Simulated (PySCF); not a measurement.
An unknown is described by computed data only.

Formula: C5H9NOS.

- Polarisability: 89.3 au [CAM-B3LYP/def2-SVPD]
- NMR, other nuclei: isotropic shieldings of nuclei other than C and H, by class: 211 (1 N), 279 (1 O), 179 (1 S) ppm [GIAO PBE0/pcSseg-1]
- Rotational structure: rotational constants A, B, C: 4.010, 1.193, 1.004 GHz [GFN2-xTB]
- Dipole: 4.62 D [CAM-B3LYP/def2-SVPD]
- Triplet: lowest triplet excitation (Tamm–Dancoff): 4.20 eV [TDA CAM-B3LYP/def2-SVPD]
- UV, first state: lowest singlet excitation: 5.10 eV (243 nm, f = 0.027) [TDDFT CAM-B3LYP/def2-SVPD]
- 1H NMR: chemical shifts (computed TMS as zero) by class: 6.59 (1 H), 6.51 (1 H), 3.62 (1 H), 3.20 (1 H), 2.78 (1 H), 2.09 (1 H), 1.17 (1 H), 0.61 (2 H) ppm [GIAO PBE0/pcSseg-1]
- 13C NMR: chemical shifts (computed TMS as zero) by class: 151.3 (1 C), 143.5 (1 C), 58.3 (1 C), 55.0 (1 C), 36.4 (1 C) ppm [GIAO PBE0/pcSseg-1]

The electronic properties come from PySCF, for the isolated species, density fitting. Levels stand in brackets. Geometry: GFN2-xTB, one conformer, isolated molecule. Each NMR value is the plain mean over a class of atoms that symmetry, rotation or inversion makes alike.

Task: Give a SMILES that accounts for the data.

Result: Numbering: `[NH2:1][C@@H:2]1[CH:3]=[CH:4][S@@:5](=[O:6])[CH2:7][CH2:8]1`. 5 carbons fall into 5 classes; from least to most shielded: alkene CH carbon [C4] (151.3 ppm), alkene CH carbon [C3] (143.5 ppm), ring sp3 carbon bound to sulfur [C7] (58.3 ppm), ring sp3 carbon bound to nitrogen [C2] (55.0 ppm), ring CH2 carbon [C8] (36.4 ppm). Hydrogen classes from least to most shielded: 1 H on an alkene CH carbon, C4 (6.59 ppm), 1 H on an alkene CH carbon, C3 (6.51 ppm), 1 H on an sp3 carbon bound to nitrogen, C2 (3.62 ppm), 1 H on an sp3 carbon bound to sulfur, C7 (3.20 ppm), 1 H on an sp3 carbon bound to sulfur, C7 (2.78 ppm), 1 H on a ring CH2 carbon, C8 (2.09 ppm), 1 H on a ring CH2 carbon, C8 (1.17 ppm), 2 H on a primary amine nitrogen, N1 (0.61 ppm, a mean of values up to 0.7 ppm apart in this geometry). The other shieldings belong to: 211 ppm, primary amine nitrogen [N1]; 279 ppm, sulfinyl oxygen [O6]; 179 ppm, sulfinyl sulfur [S5]. The optimised geometry has point group C1 and is an asymmetric top. Structure: `N[C@@H]1C=C[S@@](=O)CC1`. Computed isomers that give other values at the same levels: `C/N=C\COC(C)=S` (rotational constant A: 3.073 GHz; this holds for the one conformer computed); `CN(C)C(=O)[C@@H]1CS1` (13C chemical shifts (computed TMS as zero) by class: 170.6 (1 C), 36.6 (1 C), 35.8 (1 C), 32.2 (1 C), 27.1 (1 C) ppm). The assignments are read from this structure; whether some other isomer fits the data as well wasn't checked. The mirror image fits equally.
